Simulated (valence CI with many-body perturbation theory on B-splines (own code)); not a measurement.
## Ag XXXIV: key properties

Method: configuration interaction combined with many-body perturbation theory (CI+MBPT): four valence electrons over a frozen Dirac-Fock core [Ne], a basis of 11 s, 11 p, 10 d, 8 f, 5 g, 2 h functions for each j, with the one-electron correlation potential Σ1, the two-electron term Σ2, the three-electron term Σ3, Breit, model QED; selected CI, second order for the rest, scaled by the run's own slope (own B-spline code, finite nucleus).

The last digits are not significant, and no measured levels were compared; by estimate large intervals hold to a few tenths of a per cent, small ones and those within an open d or f shell to about a per cent. Among the levels kept, up to 700 cm⁻¹ of a level comes from second order outside the variational space, and about a tenth of that is noise between levels of different J, which matters for small intervals.

Levels are named by their leading jj configuration (3d3/2^4 stands for four electrons in 3d with j = 3/2), which in mixed levels can hold well under half, so a name can repeat and another be missing.

Rates and lifetimes use the calculated energies. Strong lines usually hold to 10 to 20 %, long lifetimes can be off by a factor of two.

What is the ground level?

(3s^2 3p1/2^2) J=0, composition 75 % 3s2.3p2 3P + 23 % 3s2.3p2 1S.

Where does the other parity begin?

At (3s 3p1/2^2 3p3/2) J=2, 8.638 Ry.

What is the ionisation energy?

2075.5 eV; NIST lists 2077 ± 4 eV (semi-empirical).

Among levels below 34.771 Ry, which E1 lines absorb most strongly from the ground level?

to (3s^2 3p1/2 3d3/2) J=1 at 6.802 nm, f = 0.437; to (3s 3p1/2 3p3/2^2) J=1 at 7.122 nm, f = 0.198; to (3s 3p1/2^2 3p3/2) J=1 at 9.225 nm, f = 0.134.

Name the longest-lived excited levels whose lifetime is computed, and their main decay.

(3s^2 3p1/2 3p3/2) J=2 at 3.060 Ry lives 792 μs, mostly by E2 to (3s^2 3p1/2^2) J=0; (3s^2 3p3/2 3d5/2) J=4 at 15.556 Ry lives 3.29 μs, mostly by M1 to (3s^2 3p1/2 3d5/2) J=3; (3s^2 3p1/2 3p3/2) J=1 at 2.674 Ry lives 2.89 μs, mostly by M1 to (3s^2 3p1/2^2) J=0.

How well does LS coupling describe the low levels?

Among the lowest 20 levels the leading LS term, summed over configurations, holds 62 % on average. For single configurations the figures are 56 % in LS and 78 % in jj coupling. Terms mix most in the J = 2 level at 13.036 Ry, where the leading one holds 32 %.
